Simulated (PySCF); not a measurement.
Si(F)(OH)(SH)2 (FH₃OS₂Si), SMILES O[Si](F)(S)S. Coordinates come from a PBE-D3(BJ)/def2-SVP optimisation. This is a generated structure with no PubChem entry under its InChIKey; it may be hypothetical. The values are those of a single conformer.

Computed equilibrium geometry at PBE-D3(BJ)/def2-SVP (PySCF confirms it by a frequency run) as a Z-matrix (one conformer of several):
```
Si
F 1 1.6356
O 1 1.6657 2 108.39
H 3 0.9750 1 114.60 2 -52.60
S 1 2.1293 2 113.47 3 116.74
H 5 1.3643 1 92.02 2 -90.95
S 1 2.1391 2 102.75 3 -123.86
H 7 1.3631 1 92.39 2 -177.37
```
Charge 0, spin multiplicity 1.
